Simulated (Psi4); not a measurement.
HBF₂, singlet, geometry from GFN2-xTB; Psi4 with BHHLYP/6-31G, TDA.

Here is a job for Psi4.
```
memory 2 GB

molecule mol {
0 1
  B    -0.259260   -0.384528    0.086840
  H    -0.900797   -1.336041    0.301724
  F     0.864424   -0.149976    0.709703
  F    -0.620302    0.512052   -0.791472
symmetry c1
}

set basis 6-31g
set reference rks
set puream true
set save_jk true
set tdscf_states [5]
set tdscf_tda true
set d_convergence 1e-8

energy('td-bhhlyp')
print_variables()
```

The log (banner, timings and long lists left out):

```
   => Loading Basis Set <=

    Name: 6-31G
    Role: ORBITAL
    Keyword: BASIS

         ---------------------------------------------------------
                                   SCF
               by Justin Turney, Rob Parrish, Andy Simmonett
                          and Daniel G. A. Smith
                              RKS Reference
         ---------------------------------------------------------

  ==> Geometry <==

    Molecular point group: c1
    Full point group: C1

    Geometry (in Angstrom), charge = 0, multiplicity = 1:

       Center              X                  Y                   Z               Mass
    ------------   -----------------  -----------------  -----------------  -----------------
         B           -0.276771317068    -0.410500442352     0.092705312151    11.009305360000
         H           -0.918308317068    -1.362013442352     0.307589312151     1.007825032230
         F            0.846912682932    -0.175948442352     0.715568312151    18.998403162730
         F           -0.637813317068     0.486079557648    -0.785606687849    18.998403162730

  Running in c1 symmetry.

  Rotational constants: A =      2.41391  B =      0.36245  C =      0.31513 [cm^-1]
  Rotational constants: A =  72367.06623  B =  10865.98955  C =   9447.44582 [MHz]
  Nuclear repulsion =   62.503097848089894

  Charge       = 0
  Multiplicity = 1
  Electrons    = 24
  Nalpha       = 12
  Nbeta        = 12

  ==> Algorithm <==

  SCF Algorithm Type is DF.
  DIIS enabled.
  MOM disabled.
  Fractional occupation disabled.
  Guess Type is SAD.
  Energy threshold   = 1.00e-06
  Density threshold  = 1.00e-08
  Integral threshold = 1.00e-12

  ==> Primary Basis <==

  Basis Set: 6-31G
    Blend: 6-31G
    Number of shells: 17
    Number of basis functions: 29
    Number of Cartesian functions: 29
    Spherical Harmonics?: true
    Max angular momentum: 1

  ==> DFT Potential <==

   => LibXC <=

    Version 7.1.2
    S. Lehtola, C. Steigemann, M. J. T. Oliveira, and M. A. L. Marques,  SoftwareX 7, 1–5 (2018) (10.1016/j.softx.2017.11.002)

   => Composite Functional: BHANDHLYP <=

    BHandHLYP Hyb-GGA Exchange-Correlation Functional

    A. D. Becke,  J. Chem. Phys. 98, 1372 (1993) (10.1063/1.464304)
    Defined through Gaussian implementation.

    Deriv               =              1
    GGA                 =           TRUE
    Meta                =          FALSE

    Exchange Hybrid     =           TRUE
    MP2 Hybrid          =          FALSE

   => Exchange Functionals <=

    0.5000         Becke 88

   => Exact (HF) Exchange <=

    0.5000               HF

   => Correlation Functionals <=

    1.0000   Lee, Yang & Parr

   => LibXC Density Thresholds  <==

    XC_HYB_GGA_XC_BHANDHLYP:  1.00E-15

   => Molecular Quadrature <=

    Radial Scheme          =       TREUTLER
    Pruning Scheme         =           NONE
    Nuclear Scheme         =       TREUTLER

    Blocking Scheme        =         OCTREE
    BS radius alpha        =              1
    Pruning alpha          =              1
    Radial Points          =             75
    Spherical Points       =            302
    Total Points           =          86919
    Total Blocks           =            705
    Max Points             =            255
    Max Functions          =             29
    Weights Tolerance      =       1.00E-15

   => Loading Basis Set <=

    Name: (6-31G AUX)
    Role: JKFIT
    Keyword: DF_BASIS_SCF

  ==> Integral Setup <==

  SCF_SUBTYPE=INCORE selected. In-core MEM_DF algorithm will be used.
  Using in-core AOs.

  ==> MemDFJK: Density-Fitted J/K Matrices <==

    J tasked:                   Yes
    K tasked:                   Yes
    wK tasked:                   No
    Algorithm:                 Core
    Schwarz Cutoff:           1E-12
    Mask sparsity (%):       0.2378
    Fitting Condition:        1E-10

   => Auxiliary Basis Set <=

  Basis Set: (6-31G AUX)
    Blend: CC-PVDZ-JKFIT
    Number of shells: 81
[...]
  @DF-RKS Final Energy:  -225.09708042169760
    Total Energy =                       -225.0970804216975978
[...]

  ==> Options <==

    Max number of iterations        = 60
    Eigenvector tolerance           = 1.0000e-06
    Max number of expansion vectors = 1500

  => Iterations <=
                           Max[D[value]]     Max[|R|]   # vectors
  DavidsonSolver iter   1:   4.92878e-01  1.46772e-01     20
  DavidsonSolver iter   2:   1.66691e-02  2.67681e-02     25
  DavidsonSolver iter   3:   6.66650e-04  1.95937e-03     30
  DavidsonSolver iter   4:   2.99318e-06  4.26771e-04     35
  DavidsonSolver iter   5:   4.39015e-08  6.64799e-05     40
  DavidsonSolver iter   6:   5.46153e-10  7.62222e-06     44
  DavidsonSolver iter   7:   7.83162e-12  6.19734e-07     45      Converged

******************************************************************************************
**********                               WARNING                                **********
**********  Length-gauge rotatory strengths are **NOT** gauge-origin invariant  **********
******************************************************************************************

                                    Excitation Energy         Total Energy        Oscillator Strength             Rotatory Strength
     #   Sym: GS->ES (Trans)        au              eV              au          au (length)    au (velocity)    au (length)    au (velocity)
    ---- -------------------- --------------- --------------- --------------- --------------- --------------- --------------- ---------------
     1        A->A (1 A)       0.34168         9.29747        -224.75540       0.0508          0.0210         -0.0000         -0.0000
     2        A->A (1 A)       0.38121         10.37332       -224.71587       0.0000          0.0000         -0.0000         -0.0000
     3        A->A (1 A)       0.44217         12.03213       -224.65491       0.0697          0.0012         -0.0000         -0.0000
     4        A->A (1 A)       0.48801         13.27954       -224.60907       0.0246          0.0072         -0.0000         -0.0000
     5        A->A (1 A)       0.48803         13.28005       -224.60905       0.0000          0.0000          0.0000          0.0000

Contributing excitations
Only contributions with abs(coeff) > 1.00e-01 will be printed:

Excited State    1 (1 A):   0.34168 au   133.35 nm f = 0.0508
  Sums of squares: Xssq =  1.000000e+00
     12a  ->  13a    -0.992278 (98.462%)

Excited State    2 (1 A):   0.38121 au   119.52 nm f = 0.0000
  Sums of squares: Xssq =  1.000000e+00
     11a  ->  13a    -0.997536 (99.508%)

Excited State    3 (1 A):   0.44217 au   103.04 nm f = 0.0697
  Sums of squares: Xssq =  1.000000e+00
     10a  ->  13a     0.938346 (88.049%)
     11a  ->  14a     0.118894 ( 1.414%)
     11a  ->  16a    -0.135211 ( 1.828%)
     12a  ->  15a    -0.244859 ( 5.996%)

Excited State    4 (1 A):   0.48801 au   93.36 nm f = 0.0246
  Sums of squares: Xssq =  1.000000e+00
      6a  ->  13a    -0.157925 ( 2.494%)
      8a  ->  13a     0.980572 (96.152%)

Excited State    5 (1 A):   0.48803 au   93.36 nm f = 0.0000
  Sums of squares: Xssq =  1.000000e+00
      7a  ->  13a     0.995937 (99.189%)

******************************************************************************************
**********                               WARNING                                **********
**********       The names of excited state variables changed between 1.5       **********
**********     and 1.6. For a quick solution, remove the symmetry specifier     **********
**********   from the variable name. For full details, see 'Notes on Psivars'   **********
**********                        in the documentation.                         **********
******************************************************************************************

  Variable Map:
  ----------------------------------------------------------------------------
[...]
  Array Variable Map:
  ----------------------------------------------------------------------------
[...]
[...]
```
